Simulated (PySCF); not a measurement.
Broadened absorption spectrum of C7H12BF

C7H12BF.
SMILES: `C/C(=C\F)[C@@H]1BCCC1`

Computed, not measured: TDDFT PBE0/def2-SVPD, vertical, gas phase, core orbitals frozen in the response in PySCF. One conformer (not necessarily the lowest) at the PBE0-D3(BJ)/def2-SVP geometry, without solvent, vibrations or thermal averaging.

Computed states:

```json
{"state": "S1", "E (eV)": "4.57", "f": "0.0018"}
{"state": "S2", "E (eV)": "6.06", "f": "0.0031"}
{"state": "S3", "E (eV)": "6.19", "f": "0.010"}
{"state": "S4", "E (eV)": "6.27", "f": "0.0042"}
{"state": "S5", "E (eV)": "6.67", "f": "0.018"}
{"state": "S6", "E (eV)": "6.80", "f": "0.0096"}
{"state": "S7", "E (eV)": "6.89", "f": "0.247"}
{"state": "S8", "E (eV)": "7.07", "f": "0.020"}
{"state": "S9", "E (eV)": "7.32", "f": "0.120"}
{"state": "S10", "E (eV)": "7.41", "f": "0.0072"}
```

Each state is given a Gaussian of 0.5 eV full width at half maximum, with ε(max) = 2.175×10⁸ f / Δν̃ (Δν̃ the width in cm⁻¹). The width is an assumption, not a result. The curve ends short of the highest state used, and states not computed would add to its high-energy end.

Question: What does the envelope look like, and where are its maxima?

Answer: 
(λ (nm), ε (L mol⁻¹ cm⁻¹)): (182.2, 14489), (188.3, 6286), (194.5, 1796), (200.7, 1023), (206.9, 620), (213.1, 230), (219.3, 53), (225.5, 8), (231.7, 1), (237.9, 1), (244.1, 5), (250.3, 19), (256.5, 45), (262.7, 76), (268.9, 96), (275.1, 93), (281.3, 73), (287.5, 47), (293.6, 26), (299.8, 12), (306.0, 5), (312.2, 2), (318.4, 1), (324.6, 0)

Maxima: 271 nm (4.57 eV), ε about 98, made up of S1 (100%) (ε in L mol⁻¹ cm⁻¹; maxima over ε = 5, shares over 10%). At its high-energy end, 6.81 eV, the curve is still rising (ε about 15000, from S7).

Question: Coming from long wavelengths, where does ε first pass 100 L mol⁻¹ cm⁻¹?

Answer: At about 217 nm (5.72 eV), 1.15 eV above S1.

Question: What would ε be at 4.57 eV, the highest of these maxima, with half the width (0.25 eV)?

Answer: About 195 L mol⁻¹ cm⁻¹ against 97.6, a factor of about 2.00; a lone state at its own centre would give exactly 2.

Question: On this curve, what absorbance would a 10⁻⁵ mol/L sample give at 266 nm over a 1 cm path?

Answer: 266 nm is 4.661 eV, where ε is about 89 L mol⁻¹ cm⁻¹, so A = ε c l ≈ 0.00089 (Beer–Lambert, with the gas-phase spectrum and the assumed width).

All these states lie below the vertical ionisation energy of 8.60 eV (ΔSCF).
